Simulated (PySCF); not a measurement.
A calculated (M06-L, PySCF 2.14, cc-pVTZ, no relativity, point nucleus) atom or ion has these occupied shells.

| shell | electrons | orbital energy (eV) | rms radius, mean of both spins (bohr) |
| --- | --- | --- | --- |
| 1s α | 1 | -183.54 | 0.380 |
| 1s β | 1 | -183.20 | 0.380 |
| 2s α | 1 | -9.904 | 2.17 |
| 2s β | 1 | -8.700 | 2.17 |
| 2p α | 1 | -4.373 | 2.40 |

Task: Name the element and its charge.

Result: B (boron, neutral), in [He] 2s2 2p1, 2P determinant.
